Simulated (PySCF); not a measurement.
**Gas-phase XPS of TiEtCl3, computed**

Compound: TiEtCl3, C₂H₅Cl₃Ti (singlet state).
Z-matrix (Å and degrees, PBE0-D3(BJ)/def2-SVP geometry), rows numbered from 1:
```
Ti
C   1  2.0087
C   2  1.5167  1  113.71
H   2  1.1059  1  103.69  3  -124.12
H   2  1.1066  1  102.75  3   123.23
H   3  1.1031  2  110.92  1   177.20
H   3  1.1000  2  111.32  1   -62.90
H   3  1.1005  2  111.45  1    57.56
Cl  1  2.1741  2  103.53  3    58.53
Cl  1  2.1732  2  103.69  3   -61.54
Cl  1  2.1723  2  104.47  3   178.92
```

The calculation used delta-SCF UKS SCAN, pcX-2 on the ionised atom (unc-x2c-TZVPall on a metal), pcseg-1 elsewhere, spin-free X2C in PySCF 2.14.0. Each binding energy is the total energy of the core-ionised species, with the hole localised on one atom, minus that of the ground state; both are solved self-consistently, so orbital relaxation is included.

Task: Give the core binding energies atom by atom.

Result: 
```
      atom(s)      bonded to     level  binding energy (eV)  2p1/2 (eV)  above the level's lowest (eV)  count
          Ti1     3 Cl and C  Ti 2p3/2               463.42      469.14                           0.00      1
           C2  C, 2 H and Ti      C 1s               290.26           –                           0.00      1
           C3      C and 3 H      C 1s               291.06           –                          +0.80      1
Cl9/Cl10/Cl11             Ti  Cl 2p3/2               205.69      207.34                           0.00      3
Cl9/Cl10/Cl11             Ti     Cl 1s              2828.30           –                           0.00      3
```

Lowest listed C 1s: C2, bonded to C, 2 H and Ti. Highest, 0.80 eV above it: C3, bonded to C and 3 H.

Task: Express the binding energy of Cl 1s of Cl9/Cl10/Cl11 in atomic units and per mole.

Result: 2828.30 eV = 103.9381 Eh = 272889 kJ/mol.

One atom of each set of topologically equivalent atoms was ionised and stands for the set; in this conformer not all members are related by symmetry, and their own values weren't computed. For 2p shells one spin-free hole was relaxed; a mean-field spin–orbit operator and the ground-state splitting of the three 2p orbitals were then diagonalised within the shell. The shell's mean is (2 × 2p3/2 + 2p1/2)/3, and the degeneracies 2j + 1 give areas of 2:1. 2p1/2 minus 2p3/2 (ligand field included): Ti 5.72 eV, Cl 1.65 eV. Satellites of the metal's 2p lines aren't described. Isolated species at its PBE0-D3(BJ)/def2-SVP geometry, gas phase. Metal 2p energies of this one-determinant scheme are less reliable than its 1s energies.
